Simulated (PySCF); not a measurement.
# From computed data to an observable: dipole moment from atomic charges

Al(Me)(F)2 (CH3AlF2), SMILES [CH3][Al]([F])[F]. Atoms are numbered in the order given.

```xyz
7

Al     0.0495     0.0436     0.0000
C     -1.4748    -1.1416    -0.0463
H     -1.2507    -2.0349    -0.6529
H     -2.3665    -0.6526    -0.4672
H     -1.7199    -1.4964     0.9687
F     -0.0129     1.6070    -0.5575
F      1.5176    -0.4441     0.6052
```
Charge 0, spin multiplicity 1.

Geometry: B3LYP-D3(BJ)/def2-SVP. The isomer is the one that the SMILES or the coordinates give; other isomers of the formula were not compared.

Charges (e) from M06-2X/def2-TZVPD run with PySCF:

```csv
atom,ESP fit,IAO
Al1,1.323,1.493
C2,-1.075,-0.828
H3,0.247,0.169
H4,0.248,0.169
H5,0.246,0.169
F6,-0.493,-0.586
F7,-0.495,-0.586
```

The dipole moment of the full density is 2.48 D.

Problem. What dipole moment does each set of point charges give, and which comes closer to that of the density?

Solution. 
μ = Σ q r, and 1 e Å = 4.8032 D.
ESP fit: Σ q r = (-0.413, -0.320, -0.014) e Å, |μ| = 2.51 D.
IAO: Σ q r = (-0.489, -0.378, -0.015) e Å, |μ| = 2.97 D.
ESP fit comes closer in size. Point charges leave out the atoms' own dipoles (lone pairs, polarised bonds); fits to the potential absorb them, partitions of the density don't.
